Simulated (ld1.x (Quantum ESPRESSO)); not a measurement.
# Configuration tests for antimony (Sb) (ultrasoft)

antimony, ultrasoft, made with ld1.x (Quantum ESPRESSO) 7.5 (LDA (PZ), fully relativistic). Core [Kr], reference 4d10 5s2 5p3. Waves: 5s (bound): rcut 1.45, rcutus 1.75 bohr; 5s channel at 0.55 Ry: rcut 1.45, rcutus 1.75 bohr; 5p (bound): rcut 2.10, rcutus 2.55 bohr; 5p channel at 1.5 Ry: rcut 2.10, rcutus 2.55 bohr; 4d (bound): rcut 1.20, rcutus 1.35 bohr; 4d channel at -2.1 Ry: rcut 1.20, rcutus 1.35 bohr. Local part: all-electron potential smoothed inside 2.05 bohr (lloc = -2). Core correction: Bessel-smoothed model core inside 1.15 bohr. Augmentation charge: built from norm-conserving waves at rcut, not smoothed further.

Open shells are filled in proportion to 2j + 1 (rel_dist='average').

Energies are relative to the spin-unpolarised reference configuration 4d10 5s2 5p3; without spin polarisation the order of configurations can differ from experiment. Not all tests gave a result: 1 of 7 tests not solved or not reliable. Left out of the table: 4d9 5s2 5p3 (solver errors, printed error -1692 eV). The frozen-core shift is the all-electron ΔE with the core orbitals held at their reference shape minus the fully relaxed ΔE.

```
valence configuration  charge  ΔE all-electron (eV)  error AE − PS (meV)  frozen-core shift (meV)
         4d10 5s2 5p1      +2                24.813                 -0.7                     +1.0
         4d10 5s2 5p0      +3                49.625                 -7.6                     +4.4
       4d10 5s2 5p3.3    -0.3                -1.212                  0.0                      0.0
         4d10 5s1 5p0      +4                94.438                 +1.3                      +20
```

Q: What are ΔE and the potential's error for 4d10 5s1 5p4?

A: ΔE = 8.181 eV all-electron; the error (AE − PS) is -5.6 meV.

Q: What are ΔE and the potential's error for 4d10 5s2 5p2?

A: ΔE = 8.538 eV all-electron; the error (AE − PS) is +0.2 meV.

Levels in the configuration 4d10 5s2 5p2:

| level | all-electron (eV) | pseudo (eV) |
| --- | --- | --- |
| 4d j=3/2 | -42.816 | -42.761 |
| 4d j=5/2 | -41.561 | -41.508 |
| 5s j=1/2 | -20.945 | -20.940 |
| 5p j=1/2 | -12.760 | -12.760 |
| 5p j=3/2 | -11.995 | -11.995 |
